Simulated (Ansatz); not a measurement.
```yaml
crystal:
  periodic: [false, false, false]
  atoms:
    - {symbol: Be, position_ang: [-2.286669, -0.784451, 0.236181]}
    - {symbol: Be, position_ang: [-1.613930, 2.079151, -0.131000]}
    - {symbol: Be, position_ang: [1.522317, 1.579230, 0.082529]}
    - {symbol: Be, position_ang: [-0.683929, -2.296898, -0.398360]}
    - {symbol: Be, position_ang: [2.128662, -1.545199, 0.159277]}
    - {symbol: Se, position_ang: [-3.430718, 1.106912, 0.823760]}
    - {symbol: Se, position_ang: [0.212200, 2.950215, -1.164047]}
    - {symbol: Se, position_ang: [2.874368, 0.252009, 1.331692]}
    - {symbol: Se, position_ang: [1.277710, -3.340969, -0.940021]}
basis:
  gaussian: {orbitals: def2-SVP, nuclear_model: gaussian}
hamiltonian: {xc: {name: r2SCAN0}}
scf: {omitted_lower_state_checks: [starts]}
output: {forces: true}
```

```sh
$ ansatz run in.yaml --threads 4 --pin off --events-out ev --progress --plain --max-ram 4787MiB
```

It prints (some lines left out):

```
Functional definition: r2SCAN0
1868 factors; integrals over basis functions are off by at most 2.5e-4 eV
mean field evaluation 1: about -263370.5774 eV, gradient 2.6e1 eV
mean field evaluation 2: about -263366.0884 eV, gradient 4.6e1 eV
mean field evaluation 4: about -263373.5919 eV, gradient 1.7e0 eV
mean field evaluation 8: about -263373.7664 eV, gradient 1.8e-1 eV
mean field evaluation 16: about -263373.7665 eV, gradient 7.5e-5 eV
mean field -263373.76650896 eV, -9678.8073980535 hartree, gradient 7.5e-5 eV, S^2 0.000000; 0 other end points of the search recorded, 0 dependent functions left out
reference -263373.76652158 eV, -9678.8073985174 hartree; 78, 78 occupied and 95, 95 virtual orbitals, 1868 factors
Total energy: -263373.76652158 eV, -9678.8073985174 hartree
Atom 0 at    -2.286669    -0.784451     0.236181 Å, force    -0.150483     0.976898     0.190298 eV/Å
Atom 1 at    -1.613930     2.079151    -0.131000 Å, force    -0.007006    -0.166261    -0.027496 eV/Å
Atom 2 at     1.522317     1.579230     0.082529 Å, force     0.000155     0.000287     0.000291 eV/Å
Atom 3 at    -0.683929    -2.296898    -0.398360 Å, force     0.991110    -0.105872    -0.143080 eV/Å
Atom 4 at     2.128662    -1.545199     0.159277 Å, force    -0.166997    -0.014245     0.017978 eV/Å
Atom 5 at    -3.430718     1.106912     0.823760 Å, force     2.732399    -0.791039    -1.429238 eV/Å
Atom 6 at     0.212200     2.950215    -1.164047 Å, force    -0.462646    -2.100856     2.101028 eV/Å
Atom 7 at     2.874368     0.252009     1.331692 Å, force    -1.968021    -0.421305    -2.232834 eV/Å
Atom 8 at     1.277710    -3.340969    -0.940021 Å, force    -0.968512     2.622394     1.523052 eV/Å
Dipole moment:    -0.214086    -0.221888    -0.011969 e Å
Checks for a lower state left out: starts
```

Hardware: 4 threads of Arm Neoverse V2 on a shared host. Wall time 12 s, peak host memory 0.76 GiB.
